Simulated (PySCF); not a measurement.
# Bonding in `[SiH3]O[SiH]([SiH2][SiH3])[SiH2][SiH3]`

Compound: H₁₄OSi₆.
SMILES with atom numbers: `[SiH3:1][O:2][SiH:3]([SiH2:4][SiH3:5])[SiH2:6][SiH3:7]` (hydrogens: H8, H9, H10 on Si1; H11 on Si3; H12, H13 on Si4; H14, H15, H16 on Si5; H17, H18 on Si6; H19, H20, H21 on Si7)

Structure used (GFN2-xTB), in Å, numbered top down from 1:
```xyz
21
H14OSi6 angstrom
Si     0.0428    2.3448    0.5926
O      0.0234    0.7475    0.7749
Si    -0.0622   -0.8206    0.2761
Si    -1.9490   -0.9334   -1.0717
Si    -3.9633   -0.1720   -0.2081
Si     2.0763   -1.3161   -0.4829
Si     3.8631   -0.2820    0.5762
H      0.9566    2.6587   -0.5073
H     -1.3195    2.7715    0.2695
H      0.5115    2.8675    1.8706
H     -0.3236   -1.4781    1.5762
H     -1.6739   -0.2115   -2.3332
H     -2.0858   -2.3320   -1.5246
H     -4.5834   -1.1463    0.6977
H     -3.7807    1.0581    0.5704
H     -4.9858    0.1322   -1.2168
H      2.2330   -2.7846   -0.4543
H      2.1439   -1.0217   -1.9308
H      3.8475   -0.5129    2.0248
H      5.1855   -0.7240    0.1154
H      3.8344    1.1720    0.3848
```

Bond orders from the PBE0/pcSseg-1 density (PySCF). Geometry: GFN2-xTB, one conformer, isolated molecule. GFN2-xTB frequencies show an imaginary mode (20i cm⁻¹), so this geometry is no minimum at that level.

Question: How far do the computed orders between heavy atoms stray from the drawn ones?

Answer: The largest departure is 0.156, at O2–Si3 (drawn single, 0.844). Drawn single, order below 0.88: O2–Si3 (0.844), Si3–Si4 (0.876) and Si3–Si6 (0.861).

Question: Set the Mayer orders of the bonds between heavy atoms beside their lengths.

Answer: 
```csv
bond,drawn as,length (Å),Mayer order
Si1–O2,single,1.608,0.940
O2–Si3,single,1.648,0.844
Si3–Si4,single,2.321,0.876
Si4–Si5,single,2.320,0.898
Si3–Si6,single,2.323,0.861
Si6–Si7,single,2.320,0.904
```

By pair of heavy elements: O–Si: lowest O2–Si3 (0.844, 1.648 Å), highest Si1–O2 (0.940, 1.608 Å). Si–Si: lowest Si3–Si6 (0.861, 2.323 Å), highest Si6–Si7 (0.904, 2.320 Å).

Question: And the bonds to hydrogen?

Answer: H–Si: 0.91 to 0.94 (14 bonds).

Question: Sum the orders of all bonds at each heavy atom with more than one neighbour and set the sums beside the valence in the SMILES.

Answer: Si1 3.717 (drawn 4), O2 1.784 (drawn 2), Si3 3.490 (drawn 4), Si4 3.611 (drawn 4), Si5 3.699 (drawn 4), Si6 3.601 (drawn 4), Si7 3.702 (drawn 4). Orders between atoms that aren't bonded are not in these sums.

For a closed shell the Mayer order of atoms A and B is Σ (PS)μν (PS)νμ over the basis functions μ on A and ν on B, with P the density and S the overlap matrix.
